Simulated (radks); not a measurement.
Results of a calculation; reference values are marked as such.
As5+, 28 electrons, occupied as [Ar] 3d10. Code: a radial shooting solver on a logarithmic mesh with Libxc functionals. Model: Dirac Kohn-Sham, BLYP, spin-unpolarised, spherical densities, finite nucleus; Fermi nuclear charge, rms radius 4.0968 fm.

Normalised radial functions P(r) = r R(r) (large component), r in bohr:

```
   r/bohr * 3d5/2 (the largest magnitude, 1.2, reaches the edge; | marks zero)
 0.001523 *
 0.001921 *
 0.002442 *
 0.003079 *
 0.003883 *
 0.004897 *
 0.006225 *
 0.007851 *
 0.009901 *
  0.01249 *
  0.01587 *
  0.02002 *
  0.02525 *
  0.03209 |*
  0.04047 |*
  0.05104 | *
  0.06437 |  *
  0.08183 |     *
   0.1032 |        *
   0.1301 |              *
   0.1641 |                     *
   0.2086 |                              *
   0.2631 |                                        *
   0.3318 |                                                *
   0.4185 |                                                      *
    0.532 |                                                      *
   0.6709 |                                                 *
   0.8461 |                                       *
    1.076 |                            *
    1.356 |                 *
    1.711 |        *
    2.157 |   *
```

3d5/2: eigenvalue -106.84 eV, 0 radial nodes, <r> = 0.663 bohr, 90 % of the charge inside 1.10 bohr.
